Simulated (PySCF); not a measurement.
Ge(F)2 cation (F2Ge), SMILES [F][Ge][F] (connectivity only; charge and spin as stated), charge +1, multiplicity 2.

Coordinates come from a B3LYP-D3(BJ)/def2-TZVP optimisation. The multiplicity is an assumed one; other spin states were not compared. The isomer is the one that the SMILES or the coordinates give; other isomers of the formula were not compared.

Calculation: TDA-PBE/def2-SVPD in PySCF.

Vertical excitations. 

| state | energy (eV) | λ (nm) | f | main pairs |
|---|---|---|---|---|
| root 1 | 2.85 | 435 | 0.000 | β HOMO→LUMO 99 % |
| root 2 | 3.01 | 412 | 0.000 | β HOMO−1→LUMO 100 % |
| root 3 | 3.57 | 348 | 0.002 | β HOMO−3→LUMO 99 % |
| root 4 | 3.60 | 345 | 0.012 | β HOMO−2→LUMO 98 % |
| root 5 | 5.09 | 244 | 0.051 | α HOMO→LUMO 97 % |
| root 6 | 5.17 | 240 | 0.035 | α HOMO−2→LUMO 9 %, β HOMO−4→LUMO 84 % |
| root 7 | 6.54 | 190 | 0.000 | α HOMO−1→LUMO 98 % |
| root 8 | 6.71 | 185 | 0.005 | α HOMO−2→LUMO 61 %, β HOMO−1→LUMO+1 35 % |
| root 9 | 6.82 | 182 | 0.004 | α HOMO−4→LUMO 43 %, β HOMO−5→LUMO 49 % |
| root 10 | 7.14 | 174 | 0.000 | β HOMO→LUMO+1 98 % |
Unrestricted roots are not spin-pure.
